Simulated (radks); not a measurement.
Results of a calculation; reference values are marked as such.
Pd4+, 42 electrons, occupied as [Kr] 4d6 (the NIST ground configuration). Level of theory: Dirac Kohn-Sham, BLYP, spin-unpolarised, spherical densities, point nucleus; open shells fill j = l - 1/2 first (a radial shooting solver on a logarithmic mesh with Libxc functionals).

Spin-orbit splittings of the eigenvalues, e(l+1/2) - e(l-1/2), with zeta = 2 splitting/(2l+1) and mean radii in bohr:

shell,occ.,splitting (eV),zeta (eV),<r> j=l-1/2,<r> j=l+1/2
2p,6,159.5,106.3,0.1171,0.1221
3p,6,27.81,18.54,0.3712,0.3820
3d,10,5.549,2.220,0.3554,0.3589
4p,6,4.719,3.146,0.9939,1.022
4d,6,0.6256,0.2502,1.248,1.260
